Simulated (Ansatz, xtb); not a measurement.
# Relative energy of two isomers of CH4STe

Structure a: `SC[TeH]`, a singlet. Structure b: `CS[TeH]`, a singlet. Both are isolated molecules in the gas phase, relaxed with PBE0-D3(BJ)/def2-SVP; the shapes shown needn't be the lowest conformers.

a (Å):

```xyz
7

C     0.1347    0.1828   -0.4444
S     0.7262    0.8888   -1.9906
Te   -0.7093    1.5557    1.0167
H     1.6145    1.7489   -1.4470
H     0.9278   -0.3551    0.0942
H    -0.6424   -0.5436   -0.7163
H    -1.7843    2.1770   -0.0909
```

b (Å):

| atom | x (Å) | y (Å) | z (Å) |
| --- | --- | --- | --- |
| C | 0.7434 | 0.0721 | -0.7735 |
| S | 0.4114 | 1.8083 | -1.1854 |
| Te | -0.9801 | 2.5499 | 0.6284 |
| H | 1.2237 | -0.0260 | 0.2093 |
| H | 1.4382 | -0.2870 | -1.5487 |
| H | -0.1726 | -0.5334 | -0.8076 |
| H | -2.4312 | 2.0570 | -0.0443 |

Energies in hartree; the thermal terms are from PBE0-D3(BJ)/def2-SVP harmonic frequencies (ideal gas, rigid rotor, one conformer each, 298.15 K, 1 atm) and include the zero-point energy:

|  | a | b |
| --- | --- | --- |
| E, CCSD(T)/def2-TZVP | −705.582306 | −705.603817 |
| zero-point energy | 0.043335 | 0.045520 |
| H(298 K) − E | 0.049481 | 0.051691 |
| G(298 K) − E | 0.013344 | 0.015521 |

Task: Work out ΔE, ΔE₀, ΔH and ΔG for a → b in kcal/mol (1 Eh = 627.51 kcal/mol) and the equilibrium ratio [b]/[a].

Result: 1. ΔE = −705.603817 − (−705.582306) = −0.021511 Eh = −13.50 kcal/mol.
2. ΔE₀ = ΔE + ΔZPE = −0.021511 + (+0.002185) Eh = −12.13 kcal/mol.
3. ΔH = ΔE + (+0.002210) Eh = −12.11 kcal/mol.
4. ΔG = ΔE + (+0.002177) Eh = −12.13 kcal/mol, so ΔS = (ΔH − ΔG)/T = +0.3 J/(mol K).
5. kT = 0.9442 mEh, so K = [b]/[a] = exp(−ΔG/kT) = exp(+20.48) ≈ 7.8 × 10^8.

Structure b is favoured at this temperature. An error of 1 kcal/mol in ΔG would change K by a factor of 5.4. Mirror images and further conformers aren't counted.

As drawn, b has 1 S–Te, 1 C–H in place of 1 C–Te, 1 S–H.

Other levels gave ΔE = −23.3 (GFN2-xTB); −18.0 (HF/STO-3G, GFN2-xTB geometries); −13.8 (r2SCAN-D4/def2-SVP, GFN2-xTB geometries); −13.7 (PBE0-D3(BJ)/def2-SVP); −15.3 (HF/def2-TZVP); −13.2 (MP2/def2-TZVP) kcal/mol. The correlated steps freeze 10 core orbitals; the filled d shell of Te is correlated, in a basis made for valence electrons. Atoms past krypton carry core potentials in the def2 sets, without spin–orbit terms. Programs: Ansatz 0.2.0, xtb 6.7.1.
